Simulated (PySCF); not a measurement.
**Heteronuclear NMR**

Atom-mapped SMILES (the numbers label the heavy atoms): `[OH:1][C@@H:2]1[CH2:3][CH2:4][c:5]2[cH:6][cH:7][cH:8][cH:9][c:10]2[CH2:11]1`. Hydrogens are named by the atom that carries them. Ha(C3), Ha(C4), Ha(C11) are cis to O1 on the ring; Hb(C3), Hb(C4), Hb(C11) are trans to O1 on the ring.

[PySCF 2.14.0 with density-fitted response routines: spin–spin couplings from B3LYP/pcJ-1 (without the spin–dipole term); PBE0/pcSseg-1 with gauge-including orbitals; PBE0-D3(BJ)/def2-SVP structure; one conformer; relativity neglected; no solvent]

Task: Predict the 17O NMR data.

Result: 
```
atoms     environment  σ (ppm)  δ (ppm)
   O1  alcohol oxygen    286.9      8.2
```

Shieldings were converted by a linear fit to measured shifts: 17O: δ = 264.06 − 0.892σ (rms 13.4 ppm, 147 shifts, 14.2 ppm with the 1 outlier that the fit left out vs liquid water, solution or neat liquid). Occasional misses reach two or three times the rms, and more in compound classes unlike the fitted ones. Couplings are scaled by factors fitted to measured values: 2J(H,H) × 0.91 (rms 0.6 Hz), 3J(H,H) × 0.91 (rms 0.4 Hz, 0.5 with 2 outliers); all others are unscaled and can be 10–30 % off.

Couplings (the largest are listed; each averaged over equivalent pairs; quadrupolar broadening usually hides them): 2J(O1,H(C2)) = -15.5 Hz, 3J(O1,Hb(C3)) = -4.6 Hz, 3J(O1,Hb(C11)) = -3.2 Hz.

On a 300 MHz spectrometer 17O resonates near 40.7 MHz, so 1 ppm is 40.7 Hz.
